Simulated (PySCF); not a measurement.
AlH2F, SMILES [AlH2][F]. Geometry optimised at TPSSh-D3(BJ)/def2-TZVP.

PySCF with TDDFT-CAM-B3LYP/def2-TZVPD puts the lowest singlet excitations at 5.89, 7.54, 8.32, 8.48, 8.81, 8.89 eV and the lowest triplet (TDA) at 5.37 eV.

Q: What are the lowest singlet roots from PySCF with EOM-CCSD/aug-cc-pVDZ? (The exact figures need the calculation; the answer reports its results.)

A: 6.08, 7.94, 8.71, 8.81, 9.14, 9.53 eV; triplets 5.74, 7.25, 7.41 eV. S1 differs by 0.19 eV (second minus first; roots are paired by order, and the bases may differ).
